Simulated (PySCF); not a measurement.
CH$_{8}$Ge$_{2}$O (calculated)

All values are calculated (PySCF 2.14.0). Calculation on a computer-drawn molecule: the log of a Hartree-Fock and frozen-core CCSD(T) single point meant for a local Hartree-Fock minimum, with one planted fault or none, to be diagnosed. Offsets are logged minus clean, where the clean run is the same molecule without the fault. The reference is restricted for singlets and unrestricted otherwise, and also for a bond in bohr or an excited solution. Adding or removing an electron swaps singlet and doublet. The excited solution moves the top pair (singlet) or top alpha electron (doublet) to the lowest empty orbital. Highest occupied and lowest empty are orbital energies over both spins, largest force is the largest gradient component, triples share is (T) over the correlation energy, the T1 limit is 0.02 restricted and 0.045 unrestricted, electrons count all cores, a negative frequency is imaginary (commonest isotopes), and the dipole is about the centre of nuclear charge; on germanium a core potential holds 10 electrons, which the energies leave out, and 3d is frozen in MP2 and coupled-cluster steps.

### CH$_{8}$Ge$_{2}$O

Logged structure:
```xyz
12
CH8Ge2O
O     -0.5987    -0.3328    -0.6306
C      0.5200    -1.0736    -1.1010
Ge     0.9061    -2.3957     0.3180
Ge     2.0205     0.1437    -1.5457
H     -0.9472     0.2008    -1.3302
H      0.2591    -1.6418    -2.0018
H      3.1910    -4.0085    -0.4543
H     -0.3118    -3.3027     0.5112
H      1.2212    -1.6716     1.6287
H      3.1456    -0.6101    -2.2658
H      1.4790     1.2447    -2.4722
H      2.5757     0.7983    -0.2776
```

- meant charge: 0
- meant multiplicity: 1
- meant basis: cc-pVDZ
- meant basis and core potential on germanium: cc-pVDZ-PP ECP10MDF
- logged electrons: 86
- logged basis functions: 114
- logged SCF converged: yes
- logged spin squared: 0.8435
- logged highest occupied: -8.8728 eV
- logged lowest empty: 1.4408 eV
- logged largest force: 0.0074153 hartree/bohr
- logged T1 diagnostic: 0.037852
- logged D1 diagnostic: 0.19921
- logged triples share: 0.030351
- logged CC converged: yes
- logged dipole magnitude: 1.653 debye
- logged SCF stable within its kind: yes
- logged energy HF: -703.99783 hartree
- logged energy CCSD(T): -704.5942 hartree
- possible faults: no fault, one electron removed, one electron added, multiplicity raised by two, geometry at a saddle point, SCF held on an excited solution, minimal basis STO-3G, one bond length entered in bohr, all coordinates scaled
- planted fault: one bond length entered in bohr, row 6 of the drawn bonds
- HF energy offset from clean run: 65.5 kcal/mol
- CCSD(T) energy offset from clean run: 73.01 kcal/mol

Drawn bonds:
```
atom  other atom  order
   1           2      1
   2           3      1
   2           4      1
   1           5      1
   2           6      1
   3           7      1
   3           8      1
   3           9      1
   4          10      1
   4          11      1
   4          12      1
```
